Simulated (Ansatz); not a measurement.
Total energies of Cd₇H₂₀S₇ from Ansatz at PBE0-D4/def2-TZVP, gas phase (1 Eh = 27.2114 eV = 2625.5 kJ/mol). The reference geometry is relaxed at PBE-D4/def2-SVP.

```
atom   x (Å)   y (Å)   z (Å)
 Cd1  -2.051   2.356  -4.322
  S2  -0.505   3.752  -1.841
  S3  -1.229   0.172  -2.346
 Cd4   1.298  -0.339  -2.615
 Cd5   0.806   3.246   0.753
  S6   2.024   1.308  -0.505
  S7   1.542  -2.261  -0.676
 Cd8   3.214  -0.770   0.792
 Cd9  -2.905   0.179  -0.373
 S10  -1.250   1.714   1.236
 S11  -1.809  -1.847   1.118
Cd12   0.386  -3.351   1.495
Cd13  -1.218  -0.219   3.159
 S14   1.286  -1.037   2.641
 H15  -0.642   2.238  -5.261
 H16  -3.559   2.632  -3.591
 H17   0.380   4.588  -2.457
 H18  -1.358   4.775  -1.549
 H19  -1.710  -0.928  -2.990
 H20   2.355  -0.440  -3.938
 H21   1.352   4.688   1.450
 H22   3.144   1.939  -0.955
 H23   2.403  -3.197  -1.163
 H24   4.996  -4.016  -0.821
 H25   5.072  -3.358  -0.430
 H26   4.885  -0.831   1.079
 H27  -4.580   0.410  -0.241
 H28  -2.103   2.590   1.835
 H29  -2.852  -2.546   1.646
 H30  -4.121  -2.887   4.052
 H31   0.473  -4.957   2.026
 H32  -1.888   0.014   4.700
 H33  -3.715  -2.270   4.266
 H34   1.880  -1.350   3.825
```

```json
{"state": "charge 0 singlet", "geometry": "reference", "energy (Eh)": "-3972.96519"}
{"state": "charge 1 doublet", "geometry": "reference", "energy (Eh)": "-3972.65488"}
{"state": "charge -1 doublet", "geometry": "reference", "energy (Eh)": "-3972.98178"}
{"state": "free Cd atom (singlet)", "geometry": "–", "energy (Eh)": "-167.77479"}
{"state": "free S atom (triplet)", "geometry": "–", "energy (Eh)": "-397.97371"}
{"state": "free H atom (doublet)", "geometry": "–", "energy (Eh)": "-0.50104"}
```

In the def2 sets Cd takes a core potential; there is no spin–orbit coupling. Single mean-field runs in def2-TZVP are fitted with def2-universal-jkfit.

Question: Work out the vertical ionisation energy to the doublet.

Answer: E(charge 1 doublet) − E(charge 0 singlet) = -3972.65488 − (-3972.96519) = 0.31031 Eh = 8.44 eV. For comparison, −ε of the highest occupied level is 7.24 eV at this level, 1.20 eV less.

Question: Work out the vertical electron affinity, to the doublet.

Answer: E(charge 0 singlet) − E(charge -1 doublet) = -3972.96519 − (-3972.98178) = 0.01659 Eh = 0.45 eV. The basis lacks diffuse functions, which makes affinities too small.

Question: Give the fundamental gap IE − EA, the Mulliken electronegativity (IE + EA)/2 and the hardness (IE − EA)/2.

Answer: From the values in Eh: IE − EA = 0.31031 − 0.01659 = 0.29372 Eh = 7.99 eV; (IE + EA)/2 = 4.45 eV; (IE − EA)/2 = 4.00 eV. The HOMO–LUMO gap of the same run is 5.83 eV, 2.16 eV smaller than the fundamental gap.

Question: What is the binding energy per atom against free atoms?

Answer: Atoms: 7 × (-167.77479) + 7 × (-397.97371) + 20 × (-0.50104) = -3970.26030 Eh. Binding: -3970.26030 − (-3972.96519) = 2.70489 Eh = 73.60 eV, or 2.16 eV for each of 34 atoms (no zero-point energy, no counterpoise term).

At PBE0-D4/def2-TZVP the highest occupied level of the charge -1 doublet lies above zero (up to 0.62 eV). Energy differences disagree on whether the electron is bound (positive means bound): 0.45 eV (vertical, to the charge 0 singlet, at PBE0-D4/def2-TZVP), but -0.23 eV at LC-ωPBE (ω = 0.30 bohr⁻¹)/def2-SVP.
